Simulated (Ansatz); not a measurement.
Relaxation of Zn₂SF₂ with RKS PBE0-D4/def2-SVP.

```sh
$ ansatz run in.yaml --threads 4 --pin off --events-out ev --progress --plain --max-ram 3916MiB
```

```yaml
crystal:
  periodic: [false, false, false]
  atoms:
    - {symbol: Zn, position_ang: [-1.661710, -0.043500, 0.116040]}
    - {symbol: Zn, position_ang: [1.649030, 0.020650, -0.068430]}
    - {symbol: S, position_ang: [-0.017780, 1.295140, 0.271670]}
    - {symbol: F, position_ang: [3.227580, -0.534840, -0.307260]}
    - {symbol: F, position_ang: [-3.197130, -0.737450, -0.012020]}
basis:
  gaussian: {orbitals: def2-SVP}
hamiltonian: {xc: pbe0, dispersion: d4}
scf: {omitted_lower_state_checks: [starts]}
output: {orbitals: {seedname: orbitals}}
relax: {f_tol: 0.02, max_steps: 100}
```

Run time 7.5 s (4 threads of Intel Xeon 6975P-C on a shared host).

Positions (Å) and forces (eV/Å) at steps 1, 2, 3, 4, 6 of 6:

```xyz
5
step=1 energy=-113067.9359 eV
Zn   -1.662   -0.043    0.116    1.036    0.700    0.073
Zn    1.649    0.021   -0.068   -1.037    0.640    0.184
S    -0.018    1.295    0.272   -0.036    0.228    0.096
F     3.228   -0.535   -0.307    1.385   -0.741   -0.239
F    -3.197   -0.737   -0.012   -1.348   -0.827   -0.114
5
step=2 energy=-113068.0979 eV
Zn   -1.676    0.057    0.130    0.054    0.022   -0.051
Zn    1.662    0.137   -0.044    0.076   -0.020   -0.045
S    -0.025    1.412    0.306   -0.011    0.149    0.071
F     3.155   -0.709   -0.343   -0.058   -0.048    0.015
F    -3.117   -0.897   -0.048   -0.061   -0.102    0.011
5
step=3 energy=-113068.1035 eV
Zn   -1.641    0.119    0.125   -0.289   -0.377   -0.092
Zn    1.632    0.212   -0.032    0.431   -0.450   -0.150
S    -0.028    1.525    0.343   -0.013    0.098    0.039
F     3.013   -0.842   -0.362   -0.497    0.395    0.133
F    -2.975   -1.014   -0.073    0.369    0.333    0.070
5
step=4 energy=-113068.1227 eV
Zn   -1.586    0.109    0.114   -0.130   -0.073   -0.017
Zn    1.581    0.202   -0.037    0.177   -0.104   -0.042
S    -0.029    1.573    0.358   -0.002   -0.018    0.003
F     2.934   -0.858   -0.358   -0.165    0.111    0.039
F    -2.900   -1.026   -0.077    0.120    0.083    0.017
5
step=6 energy=-113068.1243 eV
Zn   -1.586    0.117    0.113   -0.002    0.000    0.000
Zn    1.580    0.209   -0.039    0.003   -0.001    0.000
S    -0.028    1.580    0.362   -0.001    0.000    0.000
F     2.911   -0.869   -0.358   -0.002    0.001    0.000
F    -2.876   -1.037   -0.079    0.002    0.000    0.000
```

The structure comes from a short search, and lower isomers may exist.
